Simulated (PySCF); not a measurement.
B(CF3)(H)(OH) (CH₂BF₃O), SMILES OBC(F)(F)F. Coordinates come from a PBE-D3(BJ)/def2-SVP optimisation. Other conformers were not sampled.

Task: Give the equilibrium geometry at PBE-D3(BJ)/def2-SVP (PySCF confirms it by a frequency run) as Cartesian coordinates in Å, and its point group. (An estimate is asked for; the answer gives what the named calculation found.)

Result: Several could match; the one computed here: point group Cs.
```xyz
8

B      0.7729     1.0352     0.0000
C      0.0493    -0.4079     0.0000
F      0.3691    -1.1390    -1.0958
F      0.3691    -1.1390     1.0958
F     -1.3195    -0.2655     0.0000
H      1.9794     1.1402     0.0000
O      0.0049     2.1396     0.0000
H     -0.9478     1.9056     0.0000
```
Charge 0, spin multiplicity 1.
